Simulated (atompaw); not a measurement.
## An all-electron radial function and its pseudo partner (lutetium)

Columns: radius, all-electron u(r) and pseudo u(r) of the 5d shell (level -15.01 eV) of lutetium in the configuration [Kr] 4d10 4f14 5s2 5p6 5d1 6s0 6p0; PBEsol, scalar-relativistic, PAW (atompaw) scheme, atompaw 4.2.0.5.

```
r (bohr)  all-electron  pseudo
   0.115        0.1870  0.0005
   0.231       -0.0187  0.0037
   0.346       -0.2507  0.0121
   0.462       -0.2733  0.0280
   0.577       -0.1553  0.0524
   0.692        0.0130  0.0861
   0.808        0.1825  0.1292
   0.923        0.3291  0.1802
   1.038        0.4481  0.2374
   1.154        0.5405  0.2994
   1.269        0.6078  0.3621
   1.385        0.6549  0.4238
   1.500        0.6846  0.4807
   1.615        0.7007  0.5308
   1.731        0.7059  0.5724
   1.846        0.7023  0.6033
   1.962        0.6918  0.6235
   2.077        0.6761  0.6325
   2.192        0.6564  0.6314
   2.308        0.6336  0.6213
   2.423        0.6090  0.6042
   2.538        0.5829  0.5819
   2.654        0.5558  0.5560
   2.769        0.5285  0.5288
   2.885        0.5009  0.5010
   3.000        0.4738  0.4738
```

Problem. How many radial nodes do the two functions have?

Solution. The all-electron 5d function has n − l − 1 = 2; the pseudo-wave has 0, since the states of the same l below it are removed with the core.

Problem. Where does each function peak?

Solution. Outermost all-electron maximum near 1.73 bohr, pseudo maximum near 2.08 bohr (to the table’s step).

Problem. Is the pseudo-wave norm-conserving?

Solution. No, it belongs to a PAW set: the norm inside the radius is not constrained, and the difference is carried by the augmentation charge.
